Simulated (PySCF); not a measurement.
# Magnetisability: `C=C[C@@H](CF)COC`, C6H11FO

Molfile (atoms numbered from 1):
```
C6H11FO
     RDKit          3D

 19 18  0  0  0  0  0  0  0  0999 V2000
   -2.5447    1.2470   -0.1956 C   0  0  0  0  0  0  0  0  0  0  0  0
   -1.4149    0.6224   -0.4640 C   0  0  0  0  0  0  0  0  0  0  0  0
   -0.7550   -0.3562    0.4633 C   0  0  1  0  0  0  0  0  0  0  0  0
   -0.6848   -1.7431   -0.1790 C   0  0  0  0  0  0  0  0  0  0  0  0
   -1.9440   -2.2738   -0.3151 F   0  0  0  0  0  0  0  0  0  0  0  0
    0.6637    0.1118    0.8100 C   0  0  0  0  0  0  0  0  0  0  0  0
    1.4600    0.0916   -0.3512 O   0  0  0  0  0  0  0  0  0  0  0  0
    2.7724    0.5329   -0.1242 C   0  0  0  0  0  0  0  0  0  0  0  0
   -3.0807    1.0800    0.7246 H   0  0  0  0  0  0  0  0  0  0  0  0
   -2.9890    1.9424   -0.8867 H   0  0  0  0  0  0  0  0  0  0  0  0
   -0.8836    0.7927   -1.3896 H   0  0  0  0  0  0  0  0  0  0  0  0
   -1.3327   -0.4318    1.3902 H   0  0  0  0  0  0  0  0  0  0  0  0
   -0.2438   -1.6908   -1.1775 H   0  0  0  0  0  0  0  0  0  0  0  0
   -0.1179   -2.4399    0.4478 H   0  0  0  0  0  0  0  0  0  0  0  0
    1.1012   -0.5480    1.5776 H   0  0  0  0  0  0  0  0  0  0  0  0
    0.6208    1.1319    1.2234 H   0  0  0  0  0  0  0  0  0  0  0  0
    2.7877    1.5687    0.2374 H   0  0  0  0  0  0  0  0  0  0  0  0
    3.2855   -0.1015    0.6097 H   0  0  0  0  0  0  0  0  0  0  0  0
    3.2900    0.4731   -1.0792 H   0  0  0  0  0  0  0  0  0  0  0  0
  1  2  2  0
  2  3  1  0
  3  4  1  0
  4  5  1  0
  3  6  1  0
  6  7  1  0
  7  8  1  0
  1  9  1  0
  1 10  1  0
  2 11  1  0
  3 12  1  1
  4 13  1  0
  4 14  1  0
  6 15  1  0
  6 16  1  0
  8 17  1  0
  8 18  1  0
  8 19  1  0
M  END
```

The calculation used GIAO B3LYP/pcSseg-1 magnetisability, rotational g tensor and spin-rotation constants, non-relativistic, gas phase in PySCF 2.14.0. Geometry: GFN2-xTB.

How diamagnetic is it, and how anisotropic?

Isotropic -1197 × 10⁻³⁰ J/T², or -72.1 × 10⁻⁶ cm³/mol; principal values -1360, -1143, -1088 × 10⁻³⁰ J/T², anisotropy 249 × 10⁻³⁰ J/T² (root of half the summed squared differences of the principal values). The susceptibility is in cgs units.

Split it along the inertial axes a, b, c into diamagnetic and paramagnetic parts about the centre of mass, with the quadrupole moment.


```tsv
axis	χ (10⁻⁶ cm³/mol)	diamagnetic (10⁻⁶ cm³/mol)	paramagnetic (10⁻⁶ cm³/mol)	summed x² of all electrons (Å²)	quadrupole Θ (D Å)
a	-80.5	-547.3	466.7	222.9	-0.74
b	-68.8	-1075.9	1007.1	98.3	-1.22
c	-66.9	-1362.5	1295.6	30.7	+1.96
```
Anisotropies 2χaa − χbb − χcc = -25.3 and 2χbb − χaa − χcc = +9.8 × 10⁻⁶ cm³/mol. Θ is traceless in Buckingham's convention.

And the rotational g tensor?


```
axis  rotational constant (GHz)        g  nuclear part  electronic part
   a                     2.7584  -0.0079        0.5970          -0.6049
   b                     1.2396  -0.0102        0.5763          -0.5865
   c                     0.9489  -0.0095        0.5681          -0.5776
```
Asymmetric top; isotopes 12C, 19F, 1H, 16O; no vibrational averaging.
